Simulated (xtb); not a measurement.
Input file for xtb: GFN2-xTB on GeHI (SMILES [GeH][I]), a point of a bond scan (R = 2.402 Å).

```
$ xtb mol.xyz --gfn 2 --sp --chrg 0 --uhf 0
3

Ge    -0.91057453    -0.75513755     1.05678619
H     -2.44086172    -1.48309937    -0.64569815
I      0.58621040     0.47933673    -0.63658405
```

The log:

```
[...]
           -------------------------------------------------
          |                Calculation Setup                |
           -------------------------------------------------



molecular fragmentation (1/2 indicates fragments):
121
# atoms in fragment 1/2:     2     1
 fragment masses (1/2) :      199.53        1.01
CMA distance (Bohr)    :   5.619
constraining FC (au)   :  0.0500

           -------------------------------------------------
          |                 G F N 2 - x T B                 |
           -------------------------------------------------

        Reference                      10.1021/acs.jctc.8b01176
      * Hamiltonian:
        H0-scaling (s, p, d)           1.850000    2.230000    2.230000
        zeta-weighting                 0.500000
      * Dispersion:
        s8                             2.700000
        a1                             0.520000
        a2                             5.000000
        s9                             5.000000
      * Repulsion:
        kExp                           1.500000    1.000000
        rExp                           1.000000
      * Coulomb:
        alpha                          2.000000
        third order                    shell-resolved
        anisotropic                    true
        a3                             3.000000
        a5                             4.000000
        cn-shift                       1.200000
        cn-exp                         4.000000
        max-rad                        5.000000


          ...................................................
          :                      SETUP                      :
          :.................................................:
          :  # basis functions                  21          :
          :  # atomic orbitals                  19          :
          :  # shells                            7          :
          :  # electrons                        12          :
          :  max. iterations                   250          :
          :  Hamiltonian                  GFN2-xTB          :
          :  restarted?                      false          :
          :  GBSA solvation                  false          :
          :  PC potential                    false          :
          :  electronic temp.          300.0000000     K    :
          :  accuracy                    1.0000000          :
          :  -> integral cutoff          0.2500000E+02      :
          :  -> integral neglect         0.1000000E-07      :
          :  -> SCF convergence          0.1000000E-05 Eh   :
          :  -> wf. convergence          0.1000000E-03 e    :
          :  Broyden damping             0.4000000          :
          :  net charge                          0          :
          :  unpaired electrons                  0          :
          ...................................................

 iter      E             dE          RMSdq      gap      omega  full diag
   1     -5.1249932 -0.512499E+01  0.274E+01    0.91       0.0  T
   2     -5.1131056  0.118876E-01  0.342E+01    3.85       1.0  T
   3     -6.1221258 -0.100902E+01  0.168E+01    2.13       1.0  T
   4     -6.1841688 -0.620430E-01  0.156E+01    1.90       1.0  T
   5     -6.2669040 -0.827352E-01  0.119E+01    1.56       1.0  T
   6     -6.2742724 -0.736835E-02  0.658E+00    1.63       1.0  T
   7     -6.2728092  0.146316E-02  0.304E+00    1.81       1.0  T
   8     -6.2696836  0.312568E-02  0.318E+00    1.52       1.0  T
   9     -6.2686669  0.101663E-02  0.459E+00    1.38       1.0  T
  10     -6.2743243 -0.565740E-02  0.229E+00    1.51       1.0  T
  11     -6.2759920 -0.166764E-02  0.187E-01    1.64       1.0  T
  12     -6.2760191 -0.271000E-04  0.452E-02    1.65       1.3  T
  13     -6.2760204 -0.134438E-05  0.204E-02    1.65       2.8  T
  14     -6.2760207 -0.273138E-06  0.681E-03    1.65       8.5  T
  15     -6.2760206  0.102855E-06  0.157E-02    1.65       3.7  T
  16     -6.2760207 -0.104373E-06  0.387E-03    1.65      14.9  T
  17     -6.2760207 -0.252484E-08  0.228E-03    1.65      25.3  T
  18     -6.2760207 -0.244687E-08  0.247E-04    1.65     233.3  T
  19     -6.2760207 -0.133236E-10  0.806E-05    1.65     715.9  T

   *** convergence criteria satisfied after 19 iterations ***

         #    Occupation            Energy/Eh            Energy/eV
      -------------------------------------------------------------
         1        2.0000           -0.7544580             -20.5298
         2        2.0000           -0.6841868             -18.6177
         3        2.0000           -0.4520913             -12.3020
         4        2.0000           -0.4421218             -12.0307
         5        2.0000           -0.4396792             -11.9643
         6        2.0000           -0.3728115             -10.1447 (HOMO)
         7                         -0.3121227              -8.4933 (LUMO)
         8                         -0.2805021              -7.6328
         9                         -0.2225305              -6.0554
        10                         -0.0866373              -2.3575
        11                         -0.0353887              -0.9630
       ...                                ...                  ...
        19                          0.9172416              24.9594
      -------------------------------------------------------------
                  HL-Gap            0.0606888 Eh            1.6514 eV
             Fermi-level           -0.3424671 Eh           -9.3190 eV

 SCC (total)                   0 d,  0 h,  0 min,  0.004 sec
 SCC setup                      ...        0 min,  0.000 sec (  2.531%)
 Dispersion                     ...        0 min,  0.000 sec (  0.776%)
 classical contributions        ...        0 min,  0.000 sec (  0.393%)
 integral evaluation            ...        0 min,  0.001 sec ( 14.400%)
 iterations                     ...        0 min,  0.002 sec ( 63.673%)
 molecular gradient             ...        0 min,  0.001 sec ( 16.079%)
 printout                       ...        0 min,  0.000 sec (  1.859%)

         :::::::::::::::::::::::::::::::::::::::::::::::::::::
         ::                     SUMMARY                     ::
         :::::::::::::::::::::::::::::::::::::::::::::::::::::
         :: total energy              -6.272569052790 Eh    ::
         :: gradient norm              0.064730286803 Eh/a0 ::
         :: HOMO-LUMO gap              1.651425786445 eV    ::
         ::.................................................::
         :: SCC energy                -6.276020604814 Eh    ::
         :: -> isotropic ES           -0.010816954429 Eh    ::
         :: -> anisotropic ES          0.002526852963 Eh    ::
         :: -> anisotropic XC         -0.010016220286 Eh    ::
         :: -> dispersion             -0.003427594559 Eh    ::
         :: repulsion energy           0.003451552024 Eh    ::
         :: add. restraining           0.000000000000 Eh    ::
         :: total charge               0.000000000000 e     ::
         :::::::::::::::::::::::::::::::::::::::::::::::::::::

           -------------------------------------------------
          |                Property Printout                |
           -------------------------------------------------

    * Orbital Energies and Occupations

         #    Occupation            Energy/Eh            Energy/eV
      -------------------------------------------------------------
         1        2.0000           -0.7544580             -20.5298
         2        2.0000           -0.6841868             -18.6177
         3        2.0000           -0.4520913             -12.3020
         4        2.0000           -0.4421218             -12.0307
         5        2.0000           -0.4396792             -11.9643
         6        2.0000           -0.3728115             -10.1447 (HOMO)
Note: The following floating-point exceptions are signalling: IEEE_DENORMAL
normal termination of xtb
         7                         -0.3121227              -8.4933 (LUMO)
         8                         -0.2805021              -7.6328
         9                         -0.2225305              -6.0554
        10                         -0.0866373              -2.3575
        11                         -0.0353887              -0.9630
        12                         -0.0300147              -0.8167
        13                         -0.0087703              -0.2387
        14                          0.0132797               0.3614
        15                          0.0229176               0.6236
        16                          0.1330689               3.6210
        17                          0.1358656               3.6971
       ...                                ...                  ...
        19                          0.9172416              24.9594
      -------------------------------------------------------------
                  HL-Gap            0.0606888 Eh            1.6514 eV
             Fermi-level           -0.3424671 Eh           -9.3190 eV

     #   Z          covCN         q      C6AA      α(0)
     1  32 Ge       0.874     0.428   275.261    35.488
     2   1 H        0.002    -0.324    67.548    15.028
     3  53 I        0.873    -0.104   379.446    33.627

 Mol. C6AA /au·bohr⁶  :       1944.895799
 Mol. C8AA /au·bohr⁸  :     138929.367642
 Mol. α(0) /au        :         84.142582


Wiberg/Mayer (AO) data.
largest (>0.10) Wiberg bond orders for each atom

 ---------------------------------------------------------------------------
     #   Z sym  total        # sym  WBO       # sym  WBO       # sym  WBO
 ---------------------------------------------------------------------------
     1  32 Ge   2.276 --     3 I    1.402     2 H    0.875
     2   1 H    0.895 --     1 Ge   0.875
     3  53 I    1.422 --     1 Ge   1.402
 ---------------------------------------------------------------------------

Topologies differ in total number of bonds
Writing topology from bond orders to xtbtopo.mol

molecular dipole:
                 x           y           z       tot (Debye)
 q only:        0.641       0.203       1.374
   full:       -0.296      -0.657       2.991       7.821
molecular quadrupole (traceless):
                xx          xy          yy          xz          yz          zz
 q only:       -5.403      -4.855       0.580      -4.727      -3.317       4.823
  q+dip:       -7.699      -6.676      -0.682      -2.741      -2.577       8.381
   full:       -8.008      -9.169       1.481      -3.864      -2.425       6.527


           -------------------------------------------------
          | TOTAL ENERGY               -6.272569052790 Eh   |
          | GRADIENT NORM               0.064730286803 Eh/α |
          | HOMO-LUMO GAP               1.651425786445 eV   |
           -------------------------------------------------

------------------------------------------------------------------------
------------------------------------------------------------------------
 total:
 SCF:
```

The run finished.

Cost: very roughly 0.03 core-seconds.
